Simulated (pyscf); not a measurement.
Optimised with ωB97X-D3(BJ)/def2-SVP in PySCF.

### Question
What is the homolytic dissociation enthalpy (298 K, ωB97M-D3(BJ)/def2-TZVP) of the Se–Ta bond of `[SiH3][Se][Ta]([Cl])([Cl])([Cl])[Cl]`, to H₃Si–Se• + [Cl–Ta(Cl)(Cl)–Cl]•?

### Answer
Se–Ta to H₃Si–Se• + [Cl–Ta(Cl)(Cl)–Cl]•: 49.5 kcal/mol. The 7 functionals that were run give +48.6 (M06-2X) to +64.0 kcal/mol (ωB97X-D3(BJ)/def2-TZVP). The radicals are drawn with the spin at the cut bond; how far it spreads was not checked. Other isomers of H₃Si–Se• were not searched in full and may lie lower. Open-shell species with a d-block atom are single-reference here; other states, and whether the spin sits on metal or ligand, were not checked. Elements up to Kr have no core potential and no relativistic terms here. Elements past Kr carry the def2 core potentials, without spin-orbit coupling.
